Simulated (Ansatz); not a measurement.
Reaction (redistribution): `F[CH](F)[GaH2]` + `FC([SiH3])B[SiH3]` → `F[CH]([GaH2])B[SiH3]` + `FC(F)[SiH3]`

Isolated molecules relaxed with PBE0-D4/def2-TZVP in Ansatz; ΔE leaves out vibrations. CCSD(T)/CBS is the MP2 limit (def2-TZVPP, def2-QZVPP) plus CCSD(T) − MP2 in def2-TZVPP, frozen cores. Functionals use def2-TZVPP. B3LYP here is the variant with VWN-RPA as its local correlation; programs differ in this. For Ga outer-core shells are correlated without core-valence functions, which leaves a few kJ/mol of doubt a bond. Scalar relativity is left out up to krypton. One conformer a species, not always the lowest.

```
        level  ΔE (eV)
       PBE-D4    -0.57
     B3LYP-D4    -0.41
       B2PLYP    -0.43
MP2/CBS(def2)    -0.57
```

What does CCSD(T)/CBS give? (Best estimate.)

Computed: -0.52 eV. The listed levels differ from it by -0.05, 0.11, 0.09, -0.05 eV.

Largest T1 diagnostic among the species: 0.014.

In def2-TZVPP, CCSD(T) changes the Hartree–Fock value by −0.48 eV (the triples alone add −0.09 eV) and MP2 by −0.53 eV. The D4 term adds −0.04 eV with B3LYP and −0.02 eV with PBE0; it sums over pairs of atoms, weighted by their polarisabilities, and B3LYP, whose exchange is more repulsive, gets the larger term. From PBE to PBE0 (25 % exact exchange), in def2-TZVPP and without D4, ΔE moves by +0.05 eV.
